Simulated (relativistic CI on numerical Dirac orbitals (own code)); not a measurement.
## How well does a small relativistic CI reproduce Zr III?

Computed by Dirac-Coulomb-Breit CI, separate exchange-only KLI orbitals for each configuration, model QED, valence Slater integrals scaled by 0.85, P86 correlation energy added to each configuration (own radial code, finite nucleus).

CI space (outside the closed core [Kr]): 4d², 4d5s, 5s², 4d5p, 4d4f, 5s5p, 4d5d, 4d6s, 4d6p, 4f², 5p², 4d6d, 4d5f, 4d5g, 5s6s, 4d6f. Levels of other configurations are missing.

| Configuration | Term (tabulated) | J | Measured (cm⁻¹) | Computed | Error | Purity (%) |
| --- | --- | --- | --- | --- | --- | --- |
| 4d² | a 3F | 2 | 0.0 | 0 | 0 | 99 |
| 4d² | a 3F | 3 | 681.0 | 570 | -111 | 100 |
| 4d² | a 3F | 4 | 1486.4 | 1263 | -224 | 100 |
| 4d² | a 1D | 2 | 5741.6 | 6227 | 486 | 90 |
| 4d² | a 3P | 0 | 8062.1 | 8484 | 421 | 100 |
| 4d² | a 3P | 1 | 8325.6 | 8696 | 370 | 100 |
| 4d² | a 3P | 2 | 8838.2 | 9120 | 282 | 97 |
| 4d² | a 1G | 4 | 11048.7 | 11737 | 689 | 100 |
| 4d5s | a 3D | 1 | 18398.9 | 20956 | 2557 | 100 |
| 4d5s | a 3D | 2 | 18802.8 | 21322 | 2519 | 99 |
| 4d² | 1S | 0 | 23979.0 | 24959 | 980 | 94 |
| 4d5s | b 1D | 2 | 25066.2 | 28036 | 2970 | 92 |
| 5s² | 1S | 0 | 48507.0 | 51853 | 3346 | 91 |
| 4d5p | z 3F° | 2 | 55555.6 | 56784 | 1228 | 70 |
| 4d5p | z 3D° | 1 | 55614.4 | 56856 | 1241 | 97 |
| 4d5p | z 3F° | 3 | 56075.3 | 57284 | 1209 | 90 |
| 4d5p | z 3D° | 2 | 56435.7 | 57570 | 1135 | 93 |
| 4d5p | z 3D° | 3 | 57346.8 | 58399 | 1053 | 89 |
| 4d5p | z 3F° | 4 | 57681.4 | 58715 | 1034 | 100 |
| 4d5p | z 3P° | 1 | 59696.8 | 60777 | 1080 | 85 |
| 4d5p | z 3P° | 0 | 59944.8 | 60960 | 1015 | 98 |
| 4d5p | z 3P° | 2 | 60356.0 | 61341 | 985 | 96 |
| 4d5p | z 1P° | 1 | 62115.7 | 63206 | 1091 | 80 |
| 4d5p | z 1F° | 3 | 62589.1 | 64724 | 2134 | 98 |
| 5s5p | y 3P° | 0 | 79436.7 | 80907 | 1470 | 97 |
| 5s5p | y 3P° | 1 | 80103.0 | 81540 | 1437 | 98 |
| 5s5p | y 3P° | 2 | 81553.6 | 82876 | 1322 | 98 |

Measured levels from Moore, Atomic Energy Levels, vol. II, NSRDS-NBS 35 (1971 reprint of NBS Circular 467, 1952); NIST levels as listed in Rynkun, Gaigalas and Jonsson, Astron. Astrophys. 637, A10 (2020); pairs were made by configuration, J and term (by order where the table uses no LS term), so strongly mixed levels may be paired wrongly. The analysis dates from before 1960.

Mean error by configuration (cm⁻¹): 4d² 362; 4d5s 2682; 5s² 3346; 4d5p 1200; 5s5p 1410. Over the excited levels the mean absolute error is 1246 cm⁻¹ (26 of the 26 excited levels that our extract of the source holds in range could be paired), and the median relative error of those above 1,000 cm⁻¹ is 2.2 %.
